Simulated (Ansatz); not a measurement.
Stepwise reaction of `[SiH3]OBO[SiH3]` with hydrogen, as a gas-phase model of exchange steps in deposition or etching. ΔE in kJ/mol; ΔG adds harmonic PBE0-D4 terms to CCSD(T)/CBS, at 1 bar.

Program: Ansatz. Geometries: PBE0-D4/def2-TZVP. ΔE: electronic, gas phase. CCSD(T)/CBS adds triple-zeta CCSD(T) − MP2 to the extrapolated MP2 energy (def2 sets, frozen cores). This one scheme is used for every species. DFT in def2-TZVPP. B3LYP here is the variant with VWN-RPA as its local correlation; programs differ in this. Each species was taken in one conformer, which may not be the lowest.

| step | reaction | PBE-D4 | B3LYP-D4 | ωB97M-V | CCSD(T)/CBS | ΔG(500 K) |
| --- | --- | --- | --- | --- | --- | --- |
| 1 | `[SiH3]OBO[SiH3]` + H₂ → `BO[SiH3]` + `O[SiH3]` | 126.7 | 130.7 | 128.0 | 127.2 | 119.3 |
| 2 | `BO[SiH3]` + H₂ → BH₃ + `O[SiH3]` | 131.0 | 130.0 | 127.1 | 125.6 | 122.6 |

By hand: ΔE of the 2 steps together at CCSD(T)/CBS.

(127.2) + (125.6) = 252.8 kJ/mol, or 126.4 kJ/mol a step.

In ΔE the steps differ by no more than 1.6 kJ/mol. All are uphill at CCSD(T)/CBS. ΔG lies between 119.3 and 122.6 kJ/mol a step. PBE-D4 differs from CCSD(T)/CBS by -0.5 to 5.4 kJ/mol a step. Isolated molecules leave out the surface, adducts and barriers. Largest T1 diagnostic: 0.013.
